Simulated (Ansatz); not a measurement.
`OC[SiH2]F` + `N[SiH3]` → `F[SiH2]N[SiH3]` + CH₃OH at 700 K and 1 bar (ligand exchange at the Si–C bond).

Program: Ansatz. Geometries: PBE0-D4/def2-TZVP. ΔE: electronic, gas phase. CCSD(T)/CBS is the MP2 limit (def2-TZVPP, def2-QZVPP) plus CCSD(T) − MP2 in def2-TZVPP, frozen cores. This one scheme is used for every species. One conformer a species, not always the lowest.

| species | CCSD(T)/CBS energy (Eh) | H − E (kJ/mol) | S (J/(mol·K)) |
| --- | --- | --- | --- |
| `OC[SiH2]F` | -505.15298 | 227.6 | 412.1 |
| `N[SiH3]` | -346.80422 | 180.7 | 336.3 |
| `F[SiH2]N[SiH3]` | -736.37696 | 238.5 | 454.3 |
| CH₃OH | -115.61712 | 170.8 | 288.5 |

H − E and S are ideal-gas, rigid-rotor, harmonic terms from PBE0-D4/def2-TZVP, for one conformer and one mirror image of each species. 1 Eh = 2625.50 kJ/mol, R = 8.31446 J/(mol·K).

By hand: ΔE, ΔH, ΔS and ΔG.

ΔE = (-736.37696) + (-115.61712) − (-505.15298) − (-346.80422) = -0.03688 Eh = -96.8 kJ/mol. Δ(H − E) = 238.5 + 170.8 − 227.6 − 180.7 = 1.0, so ΔH = -95.8 kJ/mol. ΔS = 454.3 + 288.5 − 412.1 − 336.3 = -5.6 J/(mol·K). ΔG = -95.8 − 700 × (-5.6)/1000 = -91.9 kJ/mol.

By hand: the equilibrium constant, and the temperature at which ΔG would vanish if ΔH and ΔS stayed fixed.

log₁₀ K = −ΔG/(RT ln 10) = 6.9. ΔG = 0 at ΔH/ΔS = 17107 K, far beyond where these terms or the molecules hold.

The number of gas molecules stays the same, so ΔS is small and ΔH decides. A doubt of 5 kJ/mol in ΔE shifts log₁₀ K by 0.4 here. Other conformers and mirror images would add mixing entropy, several J/(mol·K) or more a flexible species. These are equilibria of isolated gas molecules and say nothing of rates. Largest T1 diagnostic: 0.011 (customary marks: 0.02 for closed shells, 0.045 for open ones).
